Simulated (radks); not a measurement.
The mean radii <r> (bohr) of the occupied orbitals of an atom or ion are listed with their occupations. Calculated with a radial shooting solver on a logarithmic mesh with Libxc functionals: scalar-relativistic Kohn-Sham, PBEsol, spin-polarised, spherical densities, finite nucleus; Fermi nuclear charge, rms radius of each element as measured or else 0.836 A^(1/3) + 0.57 fm.

orbital  occ.      <r>
1s up       1  0.01660
1s down     1  0.01660
2s down     1  0.06995
2s up       1  0.06995
2p up       3  0.06329
2p down     3  0.06329
3s up       1   0.1807
3s down     1   0.1807
3p up       3   0.1822
3p down     3   0.1822
3d up       5   0.1651
3d down     5   0.1651
4s up       1   0.3994
4s down     1   0.3994
4p up       3   0.4256
4p down     3   0.4256
4d up       5   0.4490
4d down     5   0.4490
5s up       1   0.9016
5s down     1   0.9016
4f up       7   0.4826
4f down     7   0.4826
5p up       3    1.039
5p down     3    1.039
5d up       5    1.465
5d down     5    1.451
6p up       1    3.328

Name the element and its charge. Open shells, if any, are filled with parallel spins first.

Answer. Z = 80, mercury, charge +1: Hg+ in [Xe] 4f14 5d10 6p1. The 1s radius gives Z: for a bare nucleus <r> = (2 gamma + 1)/(2Z) with gamma = sqrt(1 - (Z/c)^2), 0.0164 bohr for Z = 80, and screening makes it slightly larger (0.01660 here). The occupations add up to 79, and the charge is Z minus that.
